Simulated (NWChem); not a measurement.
System meant: CH₇NO₂Si; SMILES NC[SiH](O)O

Input file for NWChem:

```
start job
memory heap 200 mb stack 900 mb global 1100 mb
geometry units angstroms noautoz
  N      0.289757     2.073019     0.173402
  C     -0.786600     1.079313     0.128261
  Si    -0.034332    -0.575966    -0.397831
  O     -0.734325    -1.725812     0.579279
  O      1.587455    -0.358025    -0.138506
  H      0.031169     2.876628     0.742468
  H      0.485263     2.435961    -0.758130
  H     -1.679416     1.376920    -0.455353
  H     -1.142040     0.899176     1.157385
  H     -0.248632    -0.972552    -1.820932
  H     -0.549188    -2.645245     0.368600
  H      1.677911     0.540829     0.235517
end
basis spherical
  N library def2-svp
  C library def2-svp
  Si library def2-svp
  O library def2-svp
  H library def2-svp
end
dft
  odft
  mult 2
  xc pbe0
  iterations 150
  mulliken
end
task dft energy
```

End of the output:

```
 Summary of "ao basis" -> "" (spherical)
 ------------------------------------------------------------------------------
       Tag                 Description            Shells   Functions and Types
 ---------------- ------------------------------  ------  ---------------------
 N                          def2-svp                 6       14   3s2p1d
 C                          def2-svp                 6       14   3s2p1d
 Si                         def2-svp                 8       18   4s3p1d
 O                          def2-svp                 6       14   3s2p1d
 H                          def2-svp                 3        5   2s1p

                                 NWChem DFT Module
                                 -----------------

 Summary of "ao basis" -> "ao basis" (spherical)
 ------------------------------------------------------------------------------
       Tag                 Description            Shells   Functions and Types
 ---------------- ------------------------------  ------  ---------------------
 N                          def2-svp                 6       14   3s2p1d
 C                          def2-svp                 6       14   3s2p1d
 Si                         def2-svp                 8       18   4s3p1d
 O                          def2-svp                 6       14   3s2p1d
 H                          def2-svp                 3        5   2s1p

  number of electrons :                   50
  multiplicity        :                    2
 ------------------------------------------------------------------------
  no. of electrons and multiplicity not compatible                  50
 ------------------------------------------------------------------------
 ------------------------------------------------------------------------
  current input line :
    31: task dft energy
 ------------------------------------------------------------------------
 ------------------------------------------------------------------------
 There is an error in the input file
 ------------------------------------------------------------------------
 For more information see the NWChem manual at https://nwchemgit.github.io

0: no. of electrons and multiplicity not compatible:Received an Error in Communication
```

Q: Find the fault in this run and fix the input.

A: The input was rejected before any calculation. Cause: the multiplicity doesn't fit the number of electrons (an even count wants an odd multiplicity, and the reverse). This input runs:
```
start job
memory heap 200 mb stack 900 mb global 1100 mb
geometry units angstroms noautoz
  N      0.289757     2.073019     0.173402
  C     -0.786600     1.079313     0.128261
  Si    -0.034332    -0.575966    -0.397831
  O     -0.734325    -1.725812     0.579279
  O      1.587455    -0.358025    -0.138506
  H      0.031169     2.876628     0.742468
  H      0.485263     2.435961    -0.758130
  H     -1.679416     1.376920    -0.455353
  H     -1.142040     0.899176     1.157385
  H     -0.248632    -0.972552    -1.820932
  H     -0.549188    -2.645245     0.368600
  H      1.677911     0.540829     0.235517
end
basis spherical
  * library def2-svp
end
dft
  xc pbe0
  iterations 150
  mulliken
end
task dft energy
```
It converges to -536.42271 Ha (PBE0/def2-SVP).
